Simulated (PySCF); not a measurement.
**Working out the ionisation energy of Mo**

Mo [Kr] 4d5 5s1 (7S) → Mo⁺ [Kr] 4d5 (6S). Computed with PySCF 2.14 in ANO-RCC-VTZP (7s6p4d2f1g, 68 functions), with the spin-free X2C one-electron Hamiltonian (Gaussian nucleus). Frozen: [Kr]. Energies in hartree (1 hartree = 27.21139 eV):

| part | Mo (lower) | Mo⁺ (upper) |
| --- | --- | --- |
| UHF | -4046.076586 | -4045.846393 |
| CCSD correlation | -0.087586 | -0.067126 |
| (T) | -0.002172 | -0.001155 |

**Question.** What does Hartree-Fock give?

**Answer.** (-4045.846393) − (-4046.076586) = 0.230193 hartree = 6.264 eV.

**Question.** What do CCSD and CCSD(T) give?

**Answer.** The CCSD correlation energies differ by 0.020460 hartree = 0.557 eV and the triples by 0.001017 hartree = 0.028 eV, so CCSD gives 6.821 eV and CCSD(T) 6.849 eV.

Measured between the centres of the two terms (NIST): 7.092 eV, so CCSD(T) (valence) is off by -0.243 eV.

What remains against the reference includes basis incompleteness, the frozen core and higher excitations.
